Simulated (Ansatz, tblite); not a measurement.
Cost and result up the ladder for (H2In-mu-OH)2 (In2O2H6) (10 atoms). The state is a singlet with charge 0. Geometry: PBE0-D4/def2-SVP.

```tsv
atom	x (Å)	y (Å)	z (Å)
In1	-0.596	-1.169	-1.057
H2	0.440	-2.512	-1.297
H3	-2.148	-0.701	-1.649
O4	0.663	0.609	-1.060
In5	0.878	0.949	1.080
H6	2.394	0.296	1.538
H7	-0.001	2.384	1.464
O8	-0.542	-0.703	1.070
H9	0.310	1.355	-1.557
H10	-1.398	-0.508	1.467
```

Ansatz on 4 threads of Arm Neoverse N1 on a shared host; xTB runs through tblite on one thread. Times are rough, summed over both states, and most runs start from the orbitals of an earlier one. No level here is sound enough to serve as a yardstick. The other state is a triplet.

In the def2 sets In takes a core potential; there is no spin–orbit coupling. The xTB rows come from tblite.

xTB has no spin-polarisation term.

| level | functions | wall time | vertical triplet (eV) |
| --- | --- | --- | --- |
| GFN2-xTB | 32 | 0.012 s | 4.73 |
| GFN1-xTB | 38 | 0.019 s | 5.77 |
| PBE-D4/def2-TZVP | 198 | 12 s | 5.09 |
| r2SCAN-D4/def2-TZVP (with forces) | 198 | 29 s | 5.50 |
